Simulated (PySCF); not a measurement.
CH₃IOSi, neutral, multiplicity 1. Atoms are numbered in the order given.

```xyz
7

Si     1.2860     1.0626     0.0000
I     -0.1365    -1.0418     0.0000
O      0.1686     2.2641     0.0000
C     -1.2232     2.4491     0.0000
H     -1.7560     1.4842     0.0000
H     -1.5117     3.0235    -0.8932
H     -1.5117     3.0235     0.8932
```

Geometry optimised at PBE0-D3(BJ)/def2-SVP. The def2 effective core potentials stand for the cores of I; spin–orbit coupling is left out. The values are those of a single conformer.

Computed with PySCF with PBE/def2-TZVP.

ESP charges are fitted to the potential on shells at 1.4 to 2.0 van der Waals radii. Atomic charges (e):

```json
[
 {"atom": "Si1", "ESP fit": "0.08", "Löwdin": "-0.06"},
 {"atom": "I2", "ESP fit": "-0.13", "Löwdin": "0.03"},
 {"atom": "O3", "ESP fit": "-0.07", "Löwdin": "0.07"},
 {"atom": "C4", "ESP fit": "-0.20", "Löwdin": "-0.38"},
 {"atom": "H5", "ESP fit": "0.09", "Löwdin": "0.10"},
 {"atom": "H6", "ESP fit": "0.11", "Löwdin": "0.12"},
 {"atom": "H7", "ESP fit": "0.11", "Löwdin": "0.12"}
]
```

Computed Mayer and Wiberg (Löwdin basis) orders of the bonds:
| bond | Mayer | Wiberg |
|---|---|---|
| Si1–I2 | 1.16 | 1.77 |
| Si1–O3 | 1.33 | 1.90 |
| O3–C4 | 0.93 | 1.50 |
| C4–H5 | 0.95 | 0.93 |
| C4–H6 | 0.96 | 0.93 |
| C4–H7 | 0.96 | 0.93 |
